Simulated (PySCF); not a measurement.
An excited-state job on `FC1=CC[P@@H](=[Se])C1`.

Computed with TDDFT PBE0/def2-SVPD, vertical, gas phase, core orbitals frozen in the response (PySCF 2.14.0, density-fitted response routines). Geometry: GFN2-xTB. The command runs a driver script over a list of jobs; the input below is this job's line of settings and its coordinates in Å.

Command:
```bash
OMP_NUM_THREADS=1 python probes_run.py task.json out
```

Input:
```
{"job": {"kind": "uv", "xc": "PBE0", "basis": "def2-SVPD", "nstates": 8, "ntriplets": 3}, "charge": 0, "multiplicity": 1}
F      2.662774     0.456327    -0.031723
C      1.330921     0.297212    -0.076106
C      0.492633     1.269802    -0.394865
C     -0.955528     0.895153    -0.410616
P     -1.010400    -0.741211     0.458570
Se    -2.372180    -2.178068    -0.148899
C      0.798705    -1.064499     0.243544
H      0.807476     2.267173    -0.650535
H     -1.591020     1.635684     0.080883
H     -1.326079     0.763915    -1.433651
H     -1.056149    -0.344625     1.801078
H      0.950461    -1.760943    -0.588851
H      1.263998    -1.495433     1.133444
```

**Question.** What does the run print?

**Answer.** 
```
coarse grid: 54600 points
cycle   1  E = -2997.4598914099  dE =  2.305e-01  |g| = 5.169e-01  |ddm| = 5.577e+00
cycle   2  E = -2997.3871474020  dE =  7.274e-02  |g| = 7.471e-01  |ddm| = 1.866e+00
cycle   3  E = -2997.5246478763  dE = -1.375e-01  |g| = 1.217e-01  |ddm| = 1.232e+00
cycle   4  E = -2997.5279619446  dE = -3.314e-03  |g| = 3.413e-02  |ddm| = 2.734e-01
cycle   5  E = -2997.5282560655  dE = -2.941e-04  |g| = 9.023e-03  |ddm| = 8.205e-02
cycle   6  E = -2997.5282783671  dE = -2.230e-05  |g| = 2.934e-03  |ddm| = 2.032e-02
cycle   7  E = -2997.5282803515  dE = -1.984e-06  |g| = 5.845e-04  |ddm| = 5.384e-03
final grid: 113672 points
cycle   8  E = -2997.5282875691  dE = -4.924e-08  |g| = 7.966e-04  |ddm| = 1.182e-02
cycle   9  E = -2997.5282873994  dE =  1.697e-07  |g| = 1.181e-03  |ddm| = 2.984e-03
cycle  10  E = -2997.5282877132  dE = -3.138e-07  |g| = 9.851e-05  |ddm| = 1.777e-03
cycle  11  E = -2997.5282877155  dE = -2.256e-09  |g| = 2.231e-05  |ddm| = 1.837e-04
cycle  12  E = -2997.5282877156  dE = -1.169e-10  |g| = 7.134e-06  |ddm| = 4.599e-05
converged SCF energy = -2997.5282877156

Static polarisability (au): isotropic 99.852, principal 76.869 95.725 126.961

Singlet excitations
state   eV       nm        f      main configurations
  1   4.9390    251.0   0.00115   H->L 0.78, H-1->L 0.12
  2   5.0014    247.9   0.00174   H-1->L+1 0.48, H->L+1 0.44
  3   5.0564    245.2   0.00757   H-1->L 0.48, H->L+1 0.18, H-1->L+1 0.17
  4   5.1293    241.7   0.02609   H-1->L 0.32, H-1->L+1 0.22, H->L+1 0.20
  5   5.4901    225.8   0.01939   H-1->L+2 0.86
  6   5.5704    222.6   0.04720   H->L+2 0.71, H->L+1 0.11, H-1->L+3 0.09
  7   5.7823    214.4   0.00267   H->L+3 0.82
  8   5.9779    207.4   0.05411   H-1->L+3 0.53, H->L+5 0.29

Triplet excitations (Tamm-Dancoff, eV): 4.3448 4.4777 4.5402
```

The SCF starts on a coarse grid where the log names one; the energy can jump when the final grid takes over, and dE then counts from the start density on the new grid. H and L stand for HOMO and LUMO; the number after each pair is its weight.

**Question.** Give S1 in cm⁻¹ and kJ/mol.

**Answer.** 4.9390 eV × 8065.54 = 39836 cm⁻¹; × 96.485 = 476.5 kJ/mol.

**Question.** Give the mean polarisability as a volume in Å³, and the ratio of the largest to the smallest principal value.

**Answer.** 99.852 au × 0.148185 = 14.80 Å³; 126.961/76.869 = 1.65.

Summary of the converged run: HOMO -6.45 eV, LUMO -0.41 eV; lowest singlet 4.94 eV; lowest triplet 4.34 eV (Tamm–Dancoff); mean polarisability 99.9 au.

 Relativistic effects, spin–orbit coupling among them, are left out although an element past zinc is present.

The run took about 1.8 min of CPU time (grids of density and orbitals included) (one thread, shared machine).

One conformer stands for the species.
Labels such as C1 count atoms from 1, the log's own numbers from 0.
